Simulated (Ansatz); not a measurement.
Name a neutral molecule of B, Cl, S and H with LUMO energy (ωB97M-V/def2-TZVPP) between 0.90 and 1.20 eV and size of the dipole moment (B3LYP/def2-TZVPP) between 4.40 and 4.70 D (Ansatz, PBE0-D4/def2-TZVP geometry).

`[SH2+][B-](Cl)(Cl)Cl` (1.13 eV, 4.64 D). Other molecules can fit too; these were computed, each in one conformer that needn't be the lowest.

B3LYP here is the variant with VWN-RPA as its local correlation; programs differ in this.
